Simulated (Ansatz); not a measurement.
`F[BH][AlH][F]` + `BO` → `BOBF` + `[F][AlH2]` at 700 K and 1 bar (cleavage of the B–Al bond).

Program: Ansatz. Geometries: PBE0-D4/def2-TZVP. ΔE: electronic, gas phase. CCSD(T)/CBS is the MP2 limit (def2-TZVPP, def2-QZVPP) plus CCSD(T) − MP2 in def2-TZVPP, frozen cores. This one scheme is used for every species. One conformer a species, not always the lowest.

| species | CCSD(T)/CBS energy (Eh) | H − E (kJ/mol) | S (J/(mol·K)) |
| --- | --- | --- | --- |
| `F[BH][AlH][F]` | -467.68823 | 118.6 | 403.5 |
| `BO` | -101.80414 | 126.4 | 277.4 |
| `BOBF` | -226.48924 | 161.9 | 366.9 |
| `[F][AlH2]` | -343.06661 | 74.9 | 289.9 |

H − E and S are ideal-gas, rigid-rotor, harmonic terms from PBE0-D4/def2-TZVP, for one conformer and one mirror image of each species. 1 Eh = 2625.50 kJ/mol, R = 8.31446 J/(mol·K).

**Question.** By hand: ΔE, ΔH, ΔS and ΔG.

**Answer.** ΔE = (-226.48924) + (-343.06661) − (-467.68823) − (-101.80414) = -0.06348 Eh = -166.7 kJ/mol. Δ(H − E) = 161.9 + 74.9 − 118.6 − 126.4 = -8.2, so ΔH = -174.9 kJ/mol. ΔS = 366.9 + 289.9 − 403.5 − 277.4 = -24.1 J/(mol·K). ΔG = -174.9 − 700 × (-24.1)/1000 = -158.0 kJ/mol.

**Question.** By hand: the equilibrium constant, and the temperature at which ΔG would vanish if ΔH and ΔS stayed fixed.

**Answer.** log₁₀ K = −ΔG/(RT ln 10) = 11.8. ΔG = 0 at ΔH/ΔS = 7257 K, far beyond where these terms or the molecules hold.

ΔH outweighs TΔS. A doubt of 5 kJ/mol in ΔE shifts log₁₀ K by 0.4 here. Other conformers and mirror images would add mixing entropy, several J/(mol·K) or more a flexible species. Modes under 60 cm⁻¹, often nearly free rotors, make the harmonic entropy too high. These are equilibria of isolated gas molecules and say nothing of rates. Largest T1 diagnostic: 0.014 (customary marks: 0.02 for closed shells, 0.045 for open ones).
